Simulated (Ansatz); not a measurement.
Diatomic NbO, multiplicity 4 (the spin of the measured ground state). No spin–orbit coupling.

D_e counts from the fitted minimum to each atom's lowest state at the same level, without counterpoise.

Codes used: Ansatz (a program for electronic structure) with Gaussian orbitals.  In def2 rows elements past Kr take small-core potentials, without spin–orbit coupling.

### Question
One of these levels gives 176.98 kcal/mol for the bond energy D_e. Name it.
(A) BHLYP/def2-TZVPP
(B) PBE/def2-TZVPP
(C) r2SCAN/def2-TZVPP
(D) SVWN5/def2-TZVPP

### Answer
C, r2SCAN/def2-TZVPP. The others give 220.39 (SVWN5/def2-TZVPP), 192.46 (PBE/def2-TZVPP), 154.55 (BHLYP/def2-TZVPP)
